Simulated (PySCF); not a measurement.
PySCF input (HF/pcseg-1):

```python
import numpy as np, basis_set_exchange as bse
from pyscf import gto, scf, dft, df

basis = {'N': gto.basis.parse(bse.get_basis('pcseg-1', elements=['N'], fmt='nwchem')), 'P': gto.basis.parse(bse.get_basis('pcseg-1', elements=['P'], fmt='nwchem'))}
mol = gto.M(
    atom='''
    N    -0.00000000   -0.00000000   -1.01096879
    P     0.00000000    0.00000000    0.47178544
    ''',
    basis=basis,
    charge=0,
    verbose=4,
    max_memory=2160,
)
mf = scf.RHF(mol)
mf = mf.density_fit(auxbasis=df.autoaux(mol))
mf.conv_tol = 1e-9
mf.max_cycle = 100
print('smallest overlap eigenvalue', np.linalg.eigvalsh(mol.intor('int1e_ovlp'))[0])
mf.kernel()
dip = mf.dip_moment()
```

Output:

```
PySCF version 2.14.0

[INPUT] verbose = 4
[INPUT] num. atoms = 2
[INPUT] num. electrons = 22
[INPUT] charge = 0
[INPUT] spin (= nelec alpha-beta = 2S) = 0
[INPUT] symmetry False subgroup None
[INPUT] Mole.unit = angstrom
[INPUT] Symbol           X                Y                Z      unit          X                Y                Z       unit  Magmom
[INPUT]  1 N      0.000000000000   0.000000000000  -1.010968790000 AA    0.000000000000   0.000000000000  -1.910454133583 Bohr   0.0
[INPUT]  2 P      0.000000000000   0.000000000000   0.471785440000 AA    0.000000000000   0.000000000000   0.891545271157 Bohr   0.0

nuclear repulsion = 37.4732413655633
number of shells = 14
number of NR pGTOs = 69
number of NR cGTOs = 32
basis = {'N': [[0, [1726.32, 0.00593077], [259.827, 0.0442539], [59.0335, 0.196096], [16.3509, 0.5], [4.91084, 0.482987]], [0, [7.75894, -0.0703356], [0.705573, 0.5]], [0, [0.209286, 1.0]], [1, [13.1844, 0.0440747], [2.8186, 0.230478], [0.765571, 0.5]], [1, [0.195949, 1.0]], [2, [0.9, 1.0]]], 'P': [[0, [42930.2, 0.000752902], [6440.49, 0.0058142], [1465.89, 0.0297346], [414.647, 0.114096], [134.362, 0.316618], [47.8575, 0.5], [17.7916, 0.295798]], [0, [40.1278, -0.0851533], [4.24466, 0.544223], [1.61562, 0.5]], [0, [0.28882, 1.0]], [0, [0.101289, 1.0]], [1, [378.945, 0.00422246], [88.9132, 0.0330712], [28.16, 0.139057], [10.2445, 0.353164], [3.89172, 0.5], [1.45411, 0.289954]], [1, [0.69032, 0.221541], [0.251733, 0.5]], [1, [0.0843311, 1.0]], [2, [0.5, 1.0]]]}
ecp = {}
ETB for N: l = 0, exps = 0.391898 * 1.8^n , n = 0..13
ETB for N: l = 1, exps = 0.391898 * 1.8^n , n = 0..10
ETB for N: l = 2, exps = 0.391898 * 1.8^n , n = 0..9
ETB for N: l = 3, exps = 1.095949 * 2.2^n , n = 0..1
ETB for P: l = 0, exps = 0.1686622 * 1.8^n , n = 0..17
ETB for P: l = 1, exps = 0.1686622 * 1.8^n , n = 0..14
ETB for P: l = 2, exps = 0.1686622 * 1.8^n , n = 0..13
ETB for P: l = 3, exps = 0.5843311 * 2.2^n , n = 0..3
smallest overlap eigenvalue 0.02897609722030117

******** <class 'pyscf.df.df_jk.DFRHF'> ********
method = DFRHF
initial guess = minao
damping factor = 0
level_shift factor = 0
DIIS = <class 'pyscf.scf.diis.CDIIS'>
diis_start_cycle = 1
diis_space = 8
diis_damp = 0
SCF conv_tol = 1e-09
SCF conv_tol_grad = None
SCF max_cycles = 100
direct_scf = False
Set gradient conv threshold to 3.16228e-05
Initial guess from minao.
******** <class 'pyscf.df.df.DF'> ********
auxbasis = {'N': [[0, [np.float64(816.0478284926802), 1]], [0, [np.float64(453.35990471815575), 1]], [0, [np.float64(251.86661373230868), 1]], [0, [np.float64(139.92589651794927), 1]], [0, [np.float64(77.73660917663848), 1]], [0, [np.float64(43.187005098132495), 1]], [0, [np.float64(23.992780610073606), 1]], [0, [np.float64(13.329322561152003), 1]], [0, [np.float64(7.405179200640001), 1]], [0, [np.float64(4.1139884448), 1]], [0, [np.float64(2.2855491360000006), 1]], [0, [np.float64(1.2697495200000002), 1]], [0, [np.float64(0.7054164), 1]], [0, [np.float64(0.391898), 1]], [1, [np.float64(139.92589651794927), 1]], [1, [np.float64(77.73660917663848), 1]], [1, [np.float64(43.187005098132495), 1]], [1, [np.float64(23.992780610073606), 1]], [1, [np.float64(13.329322561152003), 1]], [1, [np.float64(7.405179200640001), 1]], [1, [np.float64(4.1139884448), 1]], [1, [np.float64(2.2855491360000006), 1]], [1, [np.float64(1.2697495200000002), 1]], [1, [np.float64(0.7054164), 1]], [1, [np.float64(0.391898), 1]], [2, [np.float64(77.73660917663848), 1]], [2, [np.float64(43.187005098132495), 1]], [2, [np.float64(23.992780610073606), 1]], [2, [np.float64(13.329322561152003), 1]], [2, [np.float64(7.405179200640001), 1]], [2, [np.float64(4.1139884448), 1]], [2, [np.float64(2.2855491360000006), 1]], [2, [np.float64(1.2697495200000002), 1]], [2, [np.float64(0.7054164), 1]], [2, [np.float64(0.391898), 1]], [3, [np.float64(2.4110878000000002), 1]], [3, [np.float64(1.095949), 1]]], 'P': [[0, [np.float64(3686.8065267096017), 1]], [0, [np.float64(2048.2258481720005), 1]], [0, [np.float64(1137.9032489844449), 1]], [0, [np.float64(632.1684716580249), 1]], [0, [np.float64(351.2047064766805), 1]], [0, [np.float64(195.11372582037808), 1]], [0, [np.float64(108.39651434465446), 1]], [0, [np.float64(60.22028574703026), 1]], [0, [np.float64(33.4557143039057), 1]], [0, [np.float64(18.586507946614276), 1]], [0, [np.float64(10.325837748119042), 1]], [0, [np.float64(5.736576526732801), 1]], [0, [np.float64(3.1869869592960005), 1]], [0, [np.float64(1.7705483107200002), 1]], [0, [np.float64(0.9836379504000002), 1]], [0, [np.float64(0.546465528), 1]], [0, [np.float64(0.30359196000000005), 1]], [0, [np.float64(0.1686622), 1]], [1, [np.float64(632.1684716580249), 1]], [1, [np.float64(351.2047064766805), 1]], [1, [np.float64(195.11372582037808), 1]], [1, [np.float64(108.39651434465446), 1]], [1, [np.float64(60.22028574703026), 1]], [1, [np.float64(33.4557143039057), 1]], [1, [np.float64(18.586507946614276), 1]], [1, [np.float64(10.325837748119042), 1]], [1, [np.float64(5.736576526732801), 1]], [1, [np.float64(3.1869869592960005), 1]], [1, [np.float64(1.7705483107200002), 1]], [1, [np.float64(0.9836379504000002), 1]], [1, [np.float64(0.546465528), 1]], [1, [np.float64(0.30359196000000005), 1]], [1, [np.float64(0.1686622), 1]], [2, [np.float64(351.2047064766805), 1]], [2, [np.float64(195.11372582037808), 1]], [2, [np.float64(108.39651434465446), 1]], [2, [np.float64(60.22028574703026), 1]], [2, [np.float64(33.4557143039057), 1]], [2, [np.float64(18.586507946614276), 1]], [2, [np.float64(10.325837748119042), 1]], [2, [np.float64(5.736576526732801), 1]], [2, [np.float64(3.1869869592960005), 1]], [2, [np.float64(1.7705483107200002), 1]], [2, [np.float64(0.9836379504000002), 1]], [2, [np.float64(0.546465528), 1]], [2, [np.float64(0.30359196000000005), 1]], [2, [np.float64(0.1686622), 1]], [3, [np.float64(6.221957552800002), 1]], [3, [np.float64(2.8281625240000006), 1]], [3, [np.float64(1.2855284200000001), 1]], [3, [np.float64(0.5843311), 1]]]}
init E= -395.006627948407
  HOMO = -0.316432612597516  LUMO = -0.0353996010968929  gap/eV = 7.64730
cycle= 1 E= -395.069391522472  delta_E= -0.0628  |g|= 0.296  |ddm|= 1.87
  HOMO = -0.437353333152302  LUMO = 0.0410575307054509  gap/eV = 13.01822
cycle= 2 E= -395.07766252931  delta_E= -0.00827  |g|= 0.302  |ddm|= 0.601
  HOMO = -0.457551895328627  LUMO = 0.0397292401034469  gap/eV = 13.53171
cycle= 3 E= -395.099788315983  delta_E= -0.0221  |g|= 0.0393  |ddm|= 0.268
  HOMO = -0.443766713884399  LUMO = 0.052460091663438  gap/eV = 13.50302
cycle= 4 E= -395.100470540195  delta_E= -0.000682  |g|= 0.0137  |ddm|= 0.0591
  HOMO = -0.44649069919804  LUMO = 0.0511672025197546  gap/eV = 13.54196
cycle= 5 E= -395.100575972406  delta_E= -0.000105  |g|= 0.00377  |ddm|= 0.0264
  HOMO = -0.446351961348438  LUMO = 0.0510418887912617  gap/eV = 13.53478
cycle= 6 E= -395.1005861085  delta_E= -1.01e-05  |g|= 0.00123  |ddm|= 0.00942
  HOMO = -0.446392801537261  LUMO = 0.0510867299934678  gap/eV = 13.53711
cycle= 7 E= -395.100586954827  delta_E= -8.46e-07  |g|= 9.85e-05  |ddm|= 0.00327
  HOMO = -0.4463856721134  LUMO = 0.0510707951764519  gap/eV = 13.53648
cycle= 8 E= -395.100586960998  delta_E= -6.17e-09  |g|= 9.44e-06  |ddm|= 0.000299
  HOMO = -0.446388727140077  LUMO = 0.0510706657499585  gap/eV = 13.53656
cycle= 9 E= -395.10058696103  delta_E= -3.23e-11  |g|= 9.46e-07  |ddm|= 2.22e-05
  HOMO = -0.446388683964686  LUMO = 0.0510706284008558  gap/eV = 13.53656
Extra cycle  E= -395.10058696103  delta_E= -4.55e-13  |g|= 7.49e-07  |ddm|= 2.26e-06
converged SCF energy = -395.10058696103
Dipole moment(X, Y, Z, Debye): -0.00000, -0.00000,  3.12295
```
